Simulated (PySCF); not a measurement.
CrF₃O, neutral, multiplicity 2. Atoms are numbered in the order given.

```xyz
5

Cr    -0.0314    -0.0965     0.0000
O      0.4858    -1.5184     0.0000
F     -1.6944     0.1834     0.0000
F      0.6732     0.7118    -1.3093
F      0.6732     0.7118     1.3093
```
Charge 0, spin multiplicity 2.

Geometry optimised at PBE0-D3(BJ)/def2-SVP. A frequency run showed that this geometry is not a minimum. The spin state was assumed, not searched.

Calculation: TDA-PBE/def2-SVPD (PySCF).

Vertical excitations. 

```csv
state,energy (eV),λ (nm),f,main pairs
root 1,0.48,2581,0.000,α HOMO→LUMO 99 %
root 2,1.95,635,0.000,α HOMO→LUMO+2 99 %
root 3,2.10,592,0.001,α HOMO→LUMO+1 98 %
root 4,2.90,428,0.000,α HOMO→LUMO+3 99 %
root 5,3.67,338,0.001,"α HOMO−1→LUMO 72 %, β HOMO→LUMO 22 %"
root 6,3.86,321,0.000,"α HOMO−2→LUMO 87 %, β HOMO−1→LUMO 11 %"
root 7,4.31,287,0.001,"α HOMO−3→LUMO 74 %, β HOMO−2→LUMO 16 %"
root 8,4.36,284,0.001,"α HOMO−2→LUMO 11 %, β HOMO−1→LUMO 86 %"
root 9,4.37,284,0.003,"α HOMO−1→LUMO 16 %, β HOMO→LUMO 63 %, β HOMO−2→LUMO 11 %"
root 10,4.47,277,0.000,"α HOMO−4→LUMO 82 %, β HOMO−3→LUMO 15 %"
```
Unrestricted roots are not spin-pure.
